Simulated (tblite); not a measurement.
C6H12O.
SMILES with atom numbers: `[CH3:1][C@@H:2]1[CH2:3][CH2:4][C@H:5]([OH:6])[CH2:7]1` (hydrogens: H8, H9, H10 on C1; H11 on C2; H12, H13 on C3; H14, H15 on C4; H16 on C5; H17 on O6; H18, H19 on C7)

Computed with GFN2-xTB (tblite), gas phase: Langevin dynamics at 400 K from the optimised GFN2-xTB geometry, time step 0.5 fs, friction 0.01 fs⁻¹, 2000 steps. The instantaneous temperature is 2·E(kin)/(3Nk) with all 3N coordinates.

```json
{"t (fs)": "0", "T (K)": "325", "E(pot) above start (eV)": "0.000", "C1–C2 (Å)": "1.527", "C2–C3 (Å)": "1.537", "C3–C4 (Å)": "1.523", "C4–C5 (Å)": "1.535", "C5–O6 (Å)": "1.404", "C1–H8 (Å)": "1.088"}
{"t (fs)": "50", "T (K)": "308", "E(pot) above start (eV)": "0.535", "C1–C2 (Å)": "1.576", "C2–C3 (Å)": "1.560", "C3–C4 (Å)": "1.539", "C4–C5 (Å)": "1.552", "C5–O6 (Å)": "1.397", "C1–H8 (Å)": "1.084"}
{"t (fs)": "100", "T (K)": "297", "E(pot) above start (eV)": "0.692", "C1–C2 (Å)": "1.487", "C2–C3 (Å)": "1.553", "C3–C4 (Å)": "1.522", "C4–C5 (Å)": "1.518", "C5–O6 (Å)": "1.507", "C1–H8 (Å)": "1.092"}
{"t (fs)": "150", "T (K)": "337", "E(pot) above start (eV)": "0.892", "C1–C2 (Å)": "1.545", "C2–C3 (Å)": "1.553", "C3–C4 (Å)": "1.550", "C4–C5 (Å)": "1.487", "C5–O6 (Å)": "1.418", "C1–H8 (Å)": "1.135"}
{"t (fs)": "200", "T (K)": "395", "E(pot) above start (eV)": "0.887", "C1–C2 (Å)": "1.493", "C2–C3 (Å)": "1.491", "C3–C4 (Å)": "1.494", "C4–C5 (Å)": "1.537", "C5–O6 (Å)": "1.468", "C1–H8 (Å)": "1.083"}
{"t (fs)": "250", "T (K)": "366", "E(pot) above start (eV)": "0.950", "C1–C2 (Å)": "1.552", "C2–C3 (Å)": "1.555", "C3–C4 (Å)": "1.497", "C4–C5 (Å)": "1.543", "C5–O6 (Å)": "1.393", "C1–H8 (Å)": "1.058"}
{"t (fs)": "300", "T (K)": "372", "E(pot) above start (eV)": "1.130", "C1–C2 (Å)": "1.595", "C2–C3 (Å)": "1.543", "C3–C4 (Å)": "1.543", "C4–C5 (Å)": "1.554", "C5–O6 (Å)": "1.449", "C1–H8 (Å)": "1.177"}
{"t (fs)": "350", "T (K)": "414", "E(pot) above start (eV)": "0.825", "C1–C2 (Å)": "1.519", "C2–C3 (Å)": "1.543", "C3–C4 (Å)": "1.541", "C4–C5 (Å)": "1.576", "C5–O6 (Å)": "1.429", "C1–H8 (Å)": "1.043"}
{"t (fs)": "400", "T (K)": "379", "E(pot) above start (eV)": "0.863", "C1–C2 (Å)": "1.483", "C2–C3 (Å)": "1.479", "C3–C4 (Å)": "1.474", "C4–C5 (Å)": "1.542", "C5–O6 (Å)": "1.408", "C1–H8 (Å)": "1.118"}
{"t (fs)": "450", "T (K)": "387", "E(pot) above start (eV)": "1.023", "C1–C2 (Å)": "1.503", "C2–C3 (Å)": "1.567", "C3–C4 (Å)": "1.530", "C4–C5 (Å)": "1.545", "C5–O6 (Å)": "1.442", "C1–H8 (Å)": "1.097"}
{"t (fs)": "500", "T (K)": "412", "E(pot) above start (eV)": "0.820", "C1–C2 (Å)": "1.509", "C2–C3 (Å)": "1.516", "C3–C4 (Å)": "1.490", "C4–C5 (Å)": "1.532", "C5–O6 (Å)": "1.343", "C1–H8 (Å)": "1.123"}
{"t (fs)": "550", "T (K)": "367", "E(pot) above start (eV)": "0.808", "C1–C2 (Å)": "1.556", "C2–C3 (Å)": "1.562", "C3–C4 (Å)": "1.521", "C4–C5 (Å)": "1.564", "C5–O6 (Å)": "1.479", "C1–H8 (Å)": "1.108"}
{"t (fs)": "600", "T (K)": "496", "E(pot) above start (eV)": "0.772", "C1–C2 (Å)": "1.516", "C2–C3 (Å)": "1.560", "C3–C4 (Å)": "1.551", "C4–C5 (Å)": "1.548", "C5–O6 (Å)": "1.357", "C1–H8 (Å)": "1.067"}
{"t (fs)": "650", "T (K)": "414", "E(pot) above start (eV)": "1.047", "C1–C2 (Å)": "1.598", "C2–C3 (Å)": "1.558", "C3–C4 (Å)": "1.527", "C4–C5 (Å)": "1.555", "C5–O6 (Å)": "1.418", "C1–H8 (Å)": "1.115"}
{"t (fs)": "700", "T (K)": "425", "E(pot) above start (eV)": "0.754", "C1–C2 (Å)": "1.521", "C2–C3 (Å)": "1.531", "C3–C4 (Å)": "1.513", "C4–C5 (Å)": "1.474", "C5–O6 (Å)": "1.419", "C1–H8 (Å)": "1.036"}
{"t (fs)": "750", "T (K)": "293", "E(pot) above start (eV)": "0.871", "C1–C2 (Å)": "1.499", "C2–C3 (Å)": "1.601", "C3–C4 (Å)": "1.543", "C4–C5 (Å)": "1.627", "C5–O6 (Å)": "1.416", "C1–H8 (Å)": "1.142"}
{"t (fs)": "800", "T (K)": "372", "E(pot) above start (eV)": "0.563", "C1–C2 (Å)": "1.482", "C2–C3 (Å)": "1.533", "C3–C4 (Å)": "1.517", "C4–C5 (Å)": "1.483", "C5–O6 (Å)": "1.402", "C1–H8 (Å)": "1.057"}
{"t (fs)": "850", "T (K)": "335", "E(pot) above start (eV)": "0.903", "C1–C2 (Å)": "1.562", "C2–C3 (Å)": "1.576", "C3–C4 (Å)": "1.557", "C4–C5 (Å)": "1.567", "C5–O6 (Å)": "1.419", "C1–H8 (Å)": "1.088"}
{"t (fs)": "900", "T (K)": "411", "E(pot) above start (eV)": "0.802", "C1–C2 (Å)": "1.506", "C2–C3 (Å)": "1.570", "C3–C4 (Å)": "1.523", "C4–C5 (Å)": "1.570", "C5–O6 (Å)": "1.442", "C1–H8 (Å)": "1.110"}
{"t (fs)": "950", "T (K)": "346", "E(pot) above start (eV)": "1.058", "C1–C2 (Å)": "1.461", "C2–C3 (Å)": "1.519", "C3–C4 (Å)": "1.506", "C4–C5 (Å)": "1.532", "C5–O6 (Å)": "1.322", "C1–H8 (Å)": "1.123"}
{"t (fs)": "1000", "T (K)": "405", "E(pot) above start (eV)": "0.755", "C1–C2 (Å)": "1.505", "C2–C3 (Å)": "1.514", "C3–C4 (Å)": "1.523", "C4–C5 (Å)": "1.509", "C5–O6 (Å)": "1.432", "C1–H8 (Å)": "1.102"}
```

Question: From 500 fs on, how do temperature and potential energy compare with equipartition?

Answer: The mean temperature of these 11 frames is 389 K against the target 400 K, and the mean potential energy 0.83 eV against 51 × kT/2 = 0.88 eV for 51 classical harmonic modes. For 19 atoms in a canonical ensemble the temperature itself scatters by T·√(2/(3N)) = 75 K; here its standard deviation is 52 K. The whole run lasts only 10 friction times of 100 fs, so these averages carry a wide statistical error.

Question: What are the kinetic and total energies of the listed frame with the highest potential energy?

Answer: The one at 300 fs, 1.130 eV above the start. Its kinetic energy is 3NkT/2 = 0.914 eV at 372 K, so the sum is 2.04 eV; over the listed frames the sum runs from 0.80 to 2.06 eV, since the thermostat adds and removes energy.

Question: How much do the listed bonds fluctuate from 500 fs on?

Answer: 
| bond | at the start (Å) | mean (Å) | standard deviation (Å) |
| --- | --- | --- | --- |
| C1–C2 | 1.527 | 1.520 | 0.037 |
| C2–C3 | 1.537 | 1.549 | 0.027 |
| C3–C4 | 1.523 | 1.525 | 0.019 |
| C4–C5 | 1.535 | 1.542 | 0.041 |
| C5–O6 | 1.404 | 1.405 | 0.044 |
| C1–H8 | 1.088 | 1.097 | 0.031 |

The motion is classical and holds no zero-point motion.

The cost below is that of the whole dynamics run. Time: 33 s of wall time; peak memory 0.18 GiB. Hardware: one thread, Intel Xeon at 2.50 GHz (x86_64), shared host with 64 logical CPUs at a one-minute load of 53.
